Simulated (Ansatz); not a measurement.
C₂H₃AlF₂O (`F[CH]1O[CH2][Al]1[F]`). The species carries charge 0 and has multiplicity 1.

```xyz
9

F    -1.5553    1.3904   -0.4126
C    -1.1806    0.2081    0.2293
O    -0.5781   -0.6652   -0.6803
C     0.8626   -0.4759   -0.7324
Al    0.6272    0.3500    1.0300
F     1.4485    0.7309    2.4020
H    -2.1009   -0.2494    0.5925
H     1.3361   -1.4510   -0.8532
H     1.1406    0.1621   -1.5754
```

Task: List the harmonic frequencies (cm⁻¹, unscaled) at PBE0-D4/def2-TZVP in Ansatz. (Best estimate.)

Result: Ansatz gave: 71, 150, 180, 267, 371, 521, 640, 657, 749, 865, 930, 986, 1028, 1179, 1214, 1240, 1356, 1470, 3069, 3118, 3133.

Task: Is this a minimum?

Result: Yes, all 21 modes are real.

Task: Give the ideal-gas thermochemistry at 298.15 K and 1 bar (rigid rotor, harmonic oscillator; point group C1, symmetry number 1).

Result: Zero-point energy 138.7 kJ/mol; H(298) − E = 158.2 kJ/mol; entropy 340.5 J/(mol·K), of which translation 167.3, rotation 114.4, vibration 58.8; G(298) − E = 56.7 kJ/mol. Modes under 100 cm⁻¹ are hindered rotations or soft bends, so the harmonic entropy is rough.

Task: And at 400, 500, 600, 800 and 1000 K?

Result: 
```csv
T (K),H − E (kJ/mol),S (J/mol/K),G − E (kJ/mol)
400,169.2,371.9,20.4
500,181.6,399.7,-18.2
600,195.5,424.8,-59.4
800,226.0,468.6,-148.9
1000,259.2,505.6,-246.4
```
